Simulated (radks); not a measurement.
Spherical quantum dot in the effective-mass picture: electrons in a hard-walled sphere of radius 2.72, all in effective atomic units (hartree* = m*/eps^2 hartree, bohr* = eps/m* bohr), one dielectric constant everywhere. Calculated with a radial shooting solver with Libxc functionals: non-relativistic Kohn-Sham, PBEsol, spin-polarised, spherical densities. Levels are named by radial order and angular momentum (1s, 1p, 1d, 2s, ...), and open shells are averaged over m. Each electron was tried in the lowest free levels, single moves between levels near the top were tried too, and the lowest total energy was kept; such a search can miss a lower state. At N = 1 the Hartree and exchange-correlation terms need not cancel, so that row can carry a self-interaction error.

N	open shells	2S	E (hartree*)	mu = E(N) - E(N-1) (hartree*)	addition energy mu(N+1) - mu(N) (hartree*)	e(HOMO) (hartree*)	rms radius (bohr*)
1	1s(up 1, down 0)	1	0.677128	0.67713	0.5984	0.90710	1.455
2	none	0	1.95261	1.2755	1.085	1.5059	1.505
3	1p(up 1, down 0)	1	4.31300	2.3604	0.4626	2.5881	1.597
4	1p(up 2, down 0)	2	7.13602	2.8230	0.4754	3.0597	1.648
5	1p(up 3, down 0)	3	10.4344	3.2984	0.6150	3.5377	1.682
6	1p(up 3, down 1)	2	14.3478	3.9134	0.4509	4.1357	1.710
7	1p(up 3, down 2)	1	18.7121	4.3643	0.4629	4.5946	1.733
8	none	0	23.5393	4.8272	1.205	5.0605	1.752
9	1d(up 1, down 0)	1	29.5711	6.0318	0.4485	6.2554	1.777
10	1d(up 2, down 0)	2	36.0515	6.4803	0.4513	6.7056	1.798
11	1d(up 3, down 0)	3	42.9831	6.9316	0.4528	7.1578	1.816
12	1d(up 4, down 0)	4	50.3674	7.3844	0.4536	7.6111	1.831
13	1d(up 5, down 0)	5	58.2054	7.8380	0.5815	8.0649	1.845
14	1d(up 5, down 1)	4	66.6248	8.4194	0.4412	8.6394	1.858
15	1d(up 5, down 2)	3	75.4855	8.8606	0.4441	9.0823	1.869
16	1d(up 5, down 3)	2	84.7902	9.3047	0.4458	9.5274	1.879
17	1d(up 5, down 4)	1	94.5408	9.7506	0.4468	9.9738	1.889
18	none	0	104.738	10.197	1.332	10.421	1.898
19	1f(up 1, down 0)	1	116.267	11.529	0.4373	11.748	1.908
20	1f(up 2, down 0)	2	128.234	11.966	0.4381	12.185	1.918
21	1f(up 3, down 0)	3	140.638	12.404	0.4386	12.624	1.927
22	1f(up 4, down 0)	4	153.481	12.843	0.4389	13.063	1.936
23	1f(up 5, down 0)	5	166.763	13.282	0.4391	13.502	1.943
24	1f(up 6, down 0)	6	180.484	13.721	-	13.941	1.951

All shells are closed at N = 2, 8, 18 (there: 1s2 1p6 1d10); the second difference of the energy has clear peaks (12 % above both neighbours; the first and last values, which can be the largest, are not judged, and half-filled shells can peak too) at N = 2, 5, 8, 13, 18.
